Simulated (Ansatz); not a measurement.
Consider the formal exchange of groups at a B–C bond: `CB(C)CN` + `C=O` → `CB(C)C=O` + CH₃NH₂.

Calculated with Ansatz (gas phase, PBE0-D4/def2-TZVP geometries, no zero-point term in ΔE). CCSD(T)/CBS is the MP2 limit (def2-TZVPP, def2-QZVPP) plus CCSD(T) − MP2 in def2-TZVPP, frozen cores. This one scheme is used for every species. Functionals use def2-TZVPP. B3LYP here is the variant with VWN-RPA as its local correlation; programs differ in this. One conformer a species, not always the lowest.

```json
{"level": "B97M-V", "ΔE (kcal/mol)": "0.1"}
{"level": "r2SCANh-D4", "ΔE (kcal/mol)": "0.0"}
{"level": "revPBE", "ΔE (kcal/mol)": "-2.0"}
{"level": "B3LYP", "ΔE (kcal/mol)": "-1.4"}
```

Question: What does CCSD(T)/CBS give? (An estimate is asked.)

Answer: The calculation gave: +0.6 kcal/mol. The listed levels differ from it by -0.5, -0.6, -2.6, -2.0 kcal/mol.

Largest T1 diagnostic among the species: 0.015.

Leaving LDA and LC-ωPBE aside and taking each functional with its dispersion term where it has one, the values, not all of them listed here, spread over 1.7 kcal/mol, from BLYP-D4 to ωB97M-V. LDA lies +2.0 kcal/mol from PBE without D4. From BLYP to BHLYP (50 % exact exchange), in def2-TZVPP and without D4, ΔE moves by +1.6 kcal/mol. The D4 term adds +1.0 kcal/mol with B3LYP and +0.6 kcal/mol with PBE0; it sums over pairs of atoms, weighted by their polarisabilities, and B3LYP, whose exchange is more repulsive, gets the larger term.
